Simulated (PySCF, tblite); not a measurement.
Isomers of C8H7O (doublet state). Computed with GFN2-xTB (tblite): harmonic, unscaled wavenumbers at the GFN2-xTB geometry, gas phase. Errors from tens to a few hundred cm⁻¹ against measured bands are possible. One conformer each. Open shells enter through the occupations alone, without spin polarisation, and single modes of such species can be off by tens of per cent.

Electronic energies: B3LYP/pcH-1 single points on the GFN2-xTB geometries (PySCF, gas phase).

| SMILES | electronic energy, lowest = 0 (kJ/mol) |
| --- | --- |
| C#CC1=C(C=O)C[CH]C1 | 24.7 |
| C=C1C=C[C]=C1C(C)=O | 0.0 |
| CC(=O)C1=C[C@H]2C=C[C]12 | 161.0 |
| C#CC#C[CH][C@@H](O)C=C | 149.5 |

Question: How do GFN2-xTB zero-point energies change the relative energies?

Answer: 
```
                  SMILES  ZPE (kJ/mol)  of it from modes above 1550 cm⁻¹  electronic (kJ/mol)  with ZPE, lowest = 0 (kJ/mol)  lowest mode (cm⁻¹)  rings
     C=C1C=C[C]=C1C(C)=O         312.0                             158.9                  0.0                            0.0                  29      1
     C#CC1=C(C=O)C[CH]C1         304.9                             157.2                 24.7                           17.5                 108      1
  C#CC#C[CH][C@@H](O)C=C         299.8                             168.4                149.5                          137.2                  30      0
CC(=O)C1=C[C@H]2C=C[C]12         312.6                             139.3                161.0                          161.6                  48      2
```

The zero-point energies span 12.8 kJ/mol, from `C#CC#C[CH][C@@H](O)C=C` to `CC(=O)C1=C[C@H]2C=C[C]12`. The order is unchanged.

Question: And how do the electronic energies of GFN2-xTB itself compare?

Answer: `C=C1C=C[C]=C1C(C)=O` 3.1; `C#CC1=C(C=O)C[CH]C1` 0.0; `C#CC#C[CH][C@@H](O)C=C` 133.2; `CC(=O)C1=C[C@H]2C=C[C]12` 80.1 kJ/mol, lowest = 0. Against the energies above, taken from the same isomer `C=C1C=C[C]=C1C(C)=O`, the largest difference is 84.0 kJ/mol.

Question: What do entropy and thermal enthalpy add at 298.15 K and 1 bar (rigid rotor, harmonic oscillator, one conformer each)?

Answer: 
```tsv
SMILES	point group	symmetry number	S (J/(mol K))	H − H(0) (kJ/mol)	ZPE + H − H(0) − TS (kJ/mol)
C=C1C=C[C]=C1C(C)=O	Cs	1	398.5	25.96	219.2
C#CC1=C(C=O)C[CH]C1	Cs	1	394.1	26.64	214.0
C#CC#C[CH][C@@H](O)C=C	C1	1	436.4	31.01	200.7
CC(=O)C1=C[C@H]2C=C[C]12	C1	1	386.2	24.64	222.1
```

S holds R ln(2S + 1) for the spin.
